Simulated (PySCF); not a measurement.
A calculated (UHF, PySCF 2.14, x2c-SVPall, scalar relativity by spin-free X2C-1e) atom or ion has these occupied shells.

| shell | electrons | orbital energy (eV) | rms radius, mean of both spins (bohr) |
| --- | --- | --- | --- |
| 1s β | 1 | -20125.3 | 0.0404 |
| 1s α | 1 | -20125.3 | 0.0404 |
| 2s α | 1 | -2934.3 | 0.166 |
| 2s β | 1 | -2933.5 | 0.166 |
| 2p α | 3 | -2620.6 | 0.148 |
| 2p β | 3 | -2619.8 | 0.148 |
| 3s α | 1 | -547.82 | 0.456 |
| 3s β | 1 | -547.35 | 0.456 |
| 3p α | 3 | -441.79 | 0.462 |
| 3p β | 3 | -441.23 | 0.462 |
| 3d α | 5 | -269.32 | 0.453 |
| 3d β | 5 | -268.05 | 0.453 |
| 4s α | 1 | -100.65 | 1.18 |
| 4s β | 1 | -95.148 | 1.18 |
| 4p α | 3 | -70.156 | 1.32 |
| 4p β | 3 | -62.861 | 1.32 |
| 4d α | 4 | -27.566 | 1.85 |

(1) Name the element and its charge.

## Answers

(1) Mo²⁺ (molybdenum, charge +2), in [Kr] 4d4, high-spin 5D determinant.
